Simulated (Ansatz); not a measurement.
`[OH][GeH]([Cl])[Br]` + H₂ → `[Cl][GeH2][Br]` + H₂O at 700 K and 1 bar (hydrogenolysis of a Ge–O bond).

Program: Ansatz. Geometries: PBE0-D4/def2-TZVP. ΔE: electronic, gas phase. CCSD(T)/CBS is the MP2 limit (def2-TZVPP, def2-QZVPP) plus CCSD(T) − MP2 in def2-TZVPP, frozen cores. This one scheme is used for every species. For Br, Ge outer-core shells are correlated without core-valence functions, which leaves a few kJ/mol of doubt a bond. Scalar relativity is left out up to krypton. Each species was taken in one conformer, which may not be the lowest.

```tsv
species	CCSD(T)/CBS energy (Eh)	H − E (kJ/mol)	S (J/(mol·K))
`[OH][GeH]([Cl])[Br]`	-5185.69710	123.9	434.9
H₂	-1.17544	46.8	155.3
`[Cl][GeH2][Br]`	-5110.48619	95.4	386.2
H₂O	-76.37941	80.5	218.4
```

H − E and S are ideal-gas, rigid-rotor, harmonic terms from PBE0-D4/def2-TZVP, for one conformer and one mirror image of each species. For small species the MP2-based limit differs from directly extrapolated CCSD(T) by up to some mEh (0.8 for H₂); such offsets cancel only in part. 1 Eh = 2625.50 kJ/mol, R = 8.31446 J/(mol·K).

Problem. By hand: ΔE, ΔH, ΔS and ΔG.

Solution. ΔE = (-5110.48619) + (-76.37941) − (-5185.69710) − (-1.17544) = 0.00694 Eh = 18.2 kJ/mol. Δ(H − E) = 95.4 + 80.5 − 123.9 − 46.8 = 5.2, so ΔH = 23.4 kJ/mol. ΔS = 386.2 + 218.4 − 434.9 − 155.3 = 14.4 J/(mol·K). ΔG = 23.4 − 700 × (14.4)/1000 = 13.3 kJ/mol.

Problem. By hand: the equilibrium constant, and the temperature at which ΔG would vanish if ΔH and ΔS stayed fixed.

Solution. log₁₀ K = −ΔG/(RT ln 10) = -1.0. ΔG = 0 at ΔH/ΔS = 1625 K, though so small a ΔS makes that figure unsure.

TΔS isn't small against ΔH here. A doubt of 5 kJ/mol in ΔE shifts log₁₀ K by 0.4 here. Other conformers and mirror images would add mixing entropy, several J/(mol·K) or more a flexible species. These are equilibria of isolated gas molecules and say nothing of rates. Largest T1 diagnostic: 0.010 (customary marks: 0.02 for closed shells, 0.045 for open ones).
